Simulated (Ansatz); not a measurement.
Method: frozen-core CCSD(T)/def2-TZVPP // PBE-D3(BJ)/def2-SVP in Ansatz (a program for electronic structure).

Ansatz 0.2 input:
```yaml
crystal:
  periodic: [false, false, false]
  atoms:
    - { symbol: Zr, position_ang: [0.000002, 0.000001, -0.000001] }
    - { symbol: H, position_ang: [0.293562, -1.799434, 0.334864] }
    - { symbol: H, position_ang: [-1.193622, 0.180025, -1.406817] }
    - { symbol: H, position_ang: [1.604541, 0.815904, -0.442763] }
    - { symbol: H, position_ang: [-0.704479, 0.803506, 1.514716] }
basis:
  gaussian: { orbitals: def2-TZVPP }
correlation:
  method: ccsd_t
```

Output:

```
Functional definition: HF
668 factors; integrals over basis functions are off by at most 4.9e-4 eV
mean field evaluation 1: about -1325.9213 eV, gradient 1.8e1 eV
mean field evaluation 2: about -1325.9181 eV, gradient 1.8e1 eV
mean field evaluation 4: about -1327.3868 eV, gradient 1.5e0 eV
mean field evaluation 8: about -1327.3984 eV, gradient 2.0e-3 eV
mean field evaluation 16: about -1327.4110 eV, gradient 2.5e-1 eV
mean field -1327.39843959 eV, -48.7809929121 hartree, gradient 2.3e-6 eV, S^2 0.000000; 0 other end points of the search recorded, 0 dependent functions left out
reference -1327.39843959 eV, -48.7809929121 hartree; 8, 8 occupied and 104, 104 virtual orbitals, 668 factors
second order -9.58601039 eV of doubles, -0.00000000 eV of singles
cycle   1  -10.08964274 eV  change   -5.0e-1 eV  update   8.9e-2
cycle   2  -10.39558090 eV  change   -3.1e-1 eV  update   2.8e-2
cycle   3  -10.47378937 eV  change   -7.8e-2 eV  update   1.8e-2
cycle   4  -10.46269777 eV  change    1.1e-2 eV  update   6.0e-3
cycle   5  -10.46155916 eV  change    1.1e-3 eV  update   1.9e-3
cycle   6  -10.46235126 eV  change   -7.9e-4 eV  update   6.2e-4
cycle   7  -10.46227803 eV  change    7.3e-5 eV  update   1.4e-4
cycle   8  -10.46232538 eV  change   -4.7e-5 eV  update   4.1e-5
cycle   9  -10.46233430 eV  change   -8.9e-6 eV  update   1.1e-5
perturbative correction -0.32724664 eV, -0.0120260922 hartree
Total energy: -1338.18802054 eV, -49.1775026984 hartree
```

Cost: around 6 core-seconds (rough).
